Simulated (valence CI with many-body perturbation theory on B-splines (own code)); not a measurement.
# Cs²³⁺: what the settings do

Computed by relativistic CI+MBPT: four valence electrons over a frozen Dirac-Fock core [Ar] 3d10, radial functions for each j: 6 s, 6 p, 5 d, 3 f, 1 g, with the one-electron correlation potential Σ1, the two-electron term Σ2, the three-electron term Σ3, Breit, model QED; selected CI, second order for the rest, scaled by the run's own slope (own B-spline code, finite nucleus).

No measured levels were compared; by estimate levels hold to about 250 cm⁻¹ or 0.2 % of their energy and the worst to 1 %, as in measured heavy ions of charge 2 to 7; those with d or f electrons hold less well.

The reference run has the lowest level (4s^2 4p1/2^2) J=0 and an ionisation energy of 754.627 eV. Its largest variational space holds 10000 state functions.

Levels are named by their leading jj configuration (3d3/2^4 stands for four electrons in 3d with j = 3/2), which in mixed levels can hold well under half, so a name can repeat and another be missing. Letters in brackets count levels of one name in rising energy.

Changed runs:
A. correlating orbitals by l 3 3 3 2 1 → 3 4 4 2 1
B. box radius (bohr) 4.7753 → 3.93; highest l with Σ1, explicit Σ2 and valence Breit (higher l get mean screening factors) 3 → 2
C. Breit term on → off
D. scale of Σ2 1 → -1 (bad on purpose)

Excitation energies of the reference run in cm⁻¹, and shifts in cm⁻¹:

```csv
Level,Reference,A,B,C,D
(4s^2 4p1/2 4p3/2) J=1,127801,+5.7,-29,+1985,-1497
(4s^2 4p1/2 4p3/2) J=2,148507,+4.3,-5.5,+2110,-817
(4s^2 4p3/2^2) J=2,292133,+10,-15,+4040,-1878
(4s^2 4p3/2^2) J=0,340907,+8.0,+51,+3910,-3.4
(4s 4p1/2^2 4p3/2) J=2,537502,0,-54,+479,-6266
(4s 4p1/2^2 4p3/2) J=1,612500,-7.1,-9.2,+476,-302
(4s 4p1/2 4p3/2^2) J=2 [a],664543,+1.9,-50,+1993,-5891
(4s 4p1/2 4p3/2^2) J=3,700717,-0.2,-40,+2403,-4751
(4s 4p1/2 4p3/2^2) J=0,743629,-2.8,+3.3,+2096,-2060
(4s 4p1/2 4p3/2^2) J=1 [a],760222,-2.3,-7.2,+2355,-356
(4s 4p1/2 4p3/2^2) J=2 [b],763501,-2.9,+10,+2554,-351
(4s 4p1/2 4p3/2^2) J=1 [b],807209,-9.2,+23,+1900,+13210
Ionisation energy (eV),754.627,+0.0042,-0.008,+0.640,+0.040
```
